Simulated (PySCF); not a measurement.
Compound: trimethylsilane, C₃H₁₀Si.
Z-matrix (Å and degrees, GFN2-xTB geometry), rows numbered from 1:
```
C 
Si  1  1.9037
C   2  1.9037  1  109.64
C   2  1.9035  1  109.61  3   120.27
H   1  1.0860  2  111.26  3    60.16
H   1  1.0867  2  111.64  3   -59.92
H   1  1.0860  2  111.24  3  -180.00
H   2  1.4753  1  109.30  3  -119.94
H   3  1.0860  2  111.25  1  -179.88
H   3  1.0867  2  111.59  1    60.09
H   3  1.0860  2  111.32  1   -59.98
H   4  1.0866  2  111.63  1   -60.01
H   4  1.0859  2  111.26  1    60.10
H   4  1.0859  2  111.26  1   179.94
```

Computed with PySCF, delta-SCF UKS SCAN, pcX-2 on the ionised atom, pcseg-1 elsewhere, spin-free X2C. Every row has its own mixed basis.

| ionised atom | basis functions | E(ground) (Eh) | E(ionised) (Eh) |
| --- | --- | --- | --- |
| C1 | 141 | -410.39976 | -399.74745 |
| Si2 | 152 | -410.45576 | -342.62091 |

What are the 1s binding energies?

E(ionised) − E(ground), at 27.2114 eV a hartree:

```tsv
atom	environment	difference (Eh)	binding energy (eV)
C1	Si-methyl carbon	10.65231	289.86
Si2	SiH silicon	67.83485	1845.88
```

How much do the ground-state energies differ, and what would follow from using one of them for all holes?

They run from -410.4558 Eh (core basis on Si2) to -410.3998 Eh (on C1), 0.0560 Eh or 1.52 eV apart, for one and the same state in different bases and grids. Pairing the ion of C1 with the ground state of Si2 would put its binding energy 1.52 eV too high.

Only 1s holes are shown. Atoms equivalent by their bonding share one computed value, that of the first of them. Geometry: GFN2-xTB; no solvent, vibrations or thermal averaging.
